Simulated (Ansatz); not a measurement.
A run on CH$_{3}$AlFN, SMILES `F[CH]1[NH][AlH]1` with other settings.

```yaml
crystal:
  periodic: [false, false, false]
  atoms:
    - {symbol: F, position_ang: [-1.848503, -0.258709, 0.128183]}
    - {symbol: C, position_ang: [-0.664533, 0.189787, -0.428858]}
    - {symbol: N, position_ang: [0.325453, 0.408780, 0.648164]}
    - {symbol: Al, position_ang: [0.959492, -0.886837, -0.370010]}
    - {symbol: H, position_ang: [-0.918039, 1.098981, -0.968013]}
    - {symbol: H, position_ang: [0.197792, 1.161544, 1.351215]}
    - {symbol: H, position_ang: [2.088482, -1.875653, -0.502358]}
basis:
  gaussian: {orbitals: cc-pVTZ}
hamiltonian: {xc: {name: wB97X}}
output: {forces: true}
```

```sh
$ ansatz run in.yaml --threads 2 --pin off --events-out ev --progress --plain --max-ram 4352MiB
```

It prints (some lines left out):

```
Functional definition: wB97X
938 factors; their error is unknown
219 factors; integrals over basis functions are off by at most 1.4e-5 eV
mean field evaluation 1: about -11882.9041 eV, gradient 5.4e1 eV
mean field evaluation 2: about -11880.6813 eV, gradient 6.3e1 eV
mean field evaluation 4: about -11888.8899 eV, gradient 3.2e0 eV
mean field evaluation 8: about -11888.9078 eV, gradient 8.2e-2 eV
mean field evaluation 16: about -11888.9058 eV, gradient 1.1e-4 eV
mean field -11888.90579882 eV, -436.9092295167 hartree, gradient 5.2e-5 eV, S^2 0.000000; 0 other end points of the search recorded, 0 dependent functions left out
reference -11888.90576484 eV, -436.9092282681 hartree; 19, 19 occupied and 147, 147 virtual orbitals, 938 factors
Total energy: -11888.90576484 eV, -436.9092282681 hartree
Atom 0 at    -1.848503    -0.258709     0.128183 Å, force    -0.668988    -0.418189    -0.155547 eV/Å
Atom 1 at    -0.664533     0.189787    -0.428858 Å, force     0.970665     0.444961     1.084642 eV/Å
Atom 2 at     0.325453     0.408780     0.648164 Å, force     0.206738     0.261913    -0.133018 eV/Å
Atom 3 at     0.959492    -0.886837    -0.370010 Å, force    -1.270222     1.394243     0.637078 eV/Å
Atom 4 at    -0.918039     1.098981    -0.968013 Å, force     0.007918    -0.081187    -0.328552 eV/Å
Atom 5 at     0.197792     1.161544     1.351215 Å, force     0.098964    -0.969942    -0.935956 eV/Å
Atom 6 at     2.088482    -1.875653    -0.502358 Å, force     0.654925    -0.631799    -0.168647 eV/Å
Dipole moment:     0.529018    -0.046559    -0.163668 e Å
```

Hardware: 2 threads of an Intel Xeon Platinum 8259CL on a shared host. Wall time 8.5 s, peak host memory 0.4 GiB.
